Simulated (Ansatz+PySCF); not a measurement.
singlet AlCl₃: levels of theory in one basis

```yaml
atoms:
  - { symbol: Al, position_ang: [0.0000, 0.0000, 0.0000] }
  - { symbol: Cl, position_ang: [2.0789, 0.0000, 0.0000] }
  - { symbol: Cl, position_ang: [-1.0395, 1.8004, 0.0000] }
  - { symbol: Cl, position_ang: [-1.0395, -1.8004, 0.0000] }
```

Basis set: def2-SVP (spherical functions). Correlated methods keep 20 orbitals frozen. Charge 0, multiplicity 1.

Computed with Ansatz (development build ahead of 0.2.0); each method stands on the lowest determinant of its kind that the runs found. NEVPT2 correlates all electrons. Active spaces start from the frontier orbitals, and the lowest solution found is given.

```tsv
method	E − E(RHF) (eV)	<S²> of the determinant
RHF	0.00	0.00
RHF-MP2	-12.15	–
RHF-CCSD(T)	-13.42	–
CASSCF(2,2)	-0.23	–
SC-NEVPT2(2,2)	-13.09	–
```

**Question.** What does RHF-CCSD give on the same scale?

**Answer.** -13.15 eV.

**Question.** Is a single determinant a sound starting point here?

**Answer.** By this sign, yes. Unrestricted orbitals gain 0.00 eV and <S²> is 0.00 against 0.00 for a pure state. The CASSCF(2,2) natural occupations are 1.99, 0.01.

Caution for CASSCF(2,2): other starts end on other solutions of this active space.
